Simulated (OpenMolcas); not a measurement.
3d5 along the 23-electron sequence

| Quantity | Value |
| --- | --- |
| Program | OpenMolcas 26.06 |
| Method | SS-CASPT2, IPEA 0.25 Eh, imaginary shift 0.1 Eh |
| Basis | ANO-RCC-VTZP |
| Scalar Hamiltonian | DKH2, point nucleus |
| Spin-orbit coupling | RASSI with atomic mean-field integrals over the reference wave functions, term energies averaged over their components |

Active space for each ion: 5 electrons in 5 orbitals (3d); closed shells correlated by CASPT2: 3s 3p.

Computed levels in cm-1 above 6S 5/2:

```json
{"Level": "4G 5/2", "Cr+": "21200", "Mn2+": "27910", "Fe3+": "33330", "Co4+": "38980", "Ni5+": "43260", "Cu6+": "47750"}
{"Level": "4G 7/2", "Cr+": "21200", "Mn2+": "27920", "Fe3+": "33360", "Co4+": "39030", "Ni5+": "43340", "Cu6+": "47880"}
{"Level": "4G 11/2", "Cr+": "21210", "Mn2+": "27930", "Fe3+": "33370", "Co4+": "39050", "Ni5+": "43360", "Cu6+": "47920"}
{"Level": "4G 9/2", "Cr+": "21210", "Mn2+": "27930", "Fe3+": "33380", "Co4+": "39060", "Ni5+": "43380", "Cu6+": "47950"}
{"Level": "4P 5/2", "Cr+": "22840", "Mn2+": "30630", "Fe3+": "36850", "Co4+": "43060", "Ni5+": "47610", "Cu6+": "52390"}
{"Level": "4P 3/2", "Cr+": "22860", "Mn2+": "30670", "Fe3+": "36930", "Co4+": "43200", "Ni5+": "47810", "Cu6+": "52690"}
{"Level": "4P 1/2", "Cr+": "22880", "Mn2+": "30710", "Fe3+": "37020", "Co4+": "43370", "Ni5+": "48050", "Cu6+": "53060"}
{"Level": "4D 7/2", "Cr+": "25470", "Mn2+": "33540", "Fe3+": "40030", "Co4+": "46750", "Ni5+": "51820", "Cu6+": "57220"}
{"Level": "4D 1/2", "Cr+": "25500", "Mn2+": "33580", "Fe3+": "40110", "Co4+": "46910", "Ni5+": "52050", "Cu6+": "57580"}
{"Level": "weight of 6S in the lowest level (%)", "Cr+": "100", "Mn2+": "100", "Fe3+": "100", "Co4+": "100", "Ni5+": "100", "Cu6+": "100"}
```

Measured, with the error of the calculation in %. Measured levels: Cr+ from NIST Handbook of Basic Atomic Spectroscopic Data; Mn2+ from Corliss and Sugar, J. Phys. Chem. Ref. Data 6, 1253 (1977); Fe3+ from Corliss and Sugar, J. Phys. Chem. Ref. Data 11, 135 (1982); Co4+ from Sugar and Corliss, J. Phys. Chem. Ref. Data 10, 1097 (1981); Ni5+ from Corliss and Sugar, J. Phys. Chem. Ref. Data 10, 197 (1981); Cu6+ from the list in Gamrath, thesis, University of Mons (2023).

```json
{"Level": "4G 5/2", "Cr+": "20512 (+3.3)", "Mn2+": "", "Fe3+": "", "Co4+": "", "Ni5+": "", "Cu6+": ""}
{"Level": "4G 7/2", "Cr+": "20518 (+3.3)", "Mn2+": "26860 (+4.0)", "Fe3+": "", "Co4+": "", "Ni5+": "", "Cu6+": ""}
{"Level": "4G 11/2", "Cr+": "20512 (+3.4)", "Mn2+": "26824 (+4.1)", "Fe3+": "32246 (+3.5)", "Co4+": "37218 (+4.9)", "Ni5+": "41921 (+3.4)", "Cu6+": ""}
{"Level": "4G 9/2", "Cr+": "20519 (+3.4)", "Mn2+": "", "Fe3+": "", "Co4+": "", "Ni5+": "", "Cu6+": ""}
{"Level": "4P 5/2", "Cr+": "21823 (+4.6)", "Mn2+": "29168 (+5.0)", "Fe3+": "35254 (+4.5)", "Co4+": "40753 (+5.7)", "Ni5+": "45884 (+3.8)", "Cu6+": "50732 (+3.3)"}
{"Level": "4P 3/2", "Cr+": "21824 (+4.7)", "Mn2+": "", "Fe3+": "35333 (+4.5)", "Co4+": "40891 (+5.7)", "Ni5+": "46104 (+3.7)", "Cu6+": "51067 (+3.2)"}
{"Level": "4P 1/2", "Cr+": "21824 (+4.8)", "Mn2+": "", "Fe3+": "35407 (+4.6)", "Co4+": "41024 (+5.7)", "Ni5+": "46325 (+3.7)", "Cu6+": "51407 (+3.2)"}
{"Level": "4D 7/2", "Cr+": "", "Mn2+": "32307 (+3.8)", "Fe3+": "38779 (+3.2)", "Co4+": "44709 (+4.6)", "Ni5+": "50331 (+3.0)", "Cu6+": "55742 (+2.6)"}
{"Level": "4D 1/2", "Cr+": "", "Mn2+": "32369 (+3.8)", "Fe3+": "38897 (+3.1)", "Co4+": "44908 (+4.5)", "Ni5+": "", "Cu6+": "56210 (+2.4)"}
```

4G 5/2 changes by a factor of 2.25 over the same range, with steps per unit of Z of +6710, +5420, +5650, +4280, +4490 cm-1.

CASPT2 does not keep the components of a term degenerate, so their means are used; among the terms shown or strongly mixed into the levels shown the widest spread is 70 cm-1 (3d5 4G, Cr+). Some high roots are left out of the spin-orbit mixing, which shifts the levels that they would mix with (holds for Cr+). Measured partners are found by configuration, term and J. A level has none where our copy of the source lacks it or the pairing is in doubt (some pairs that miss far off the trend of their configuration count as doubtful), and it then counts in no deviation. Only configurations of the active space appear.
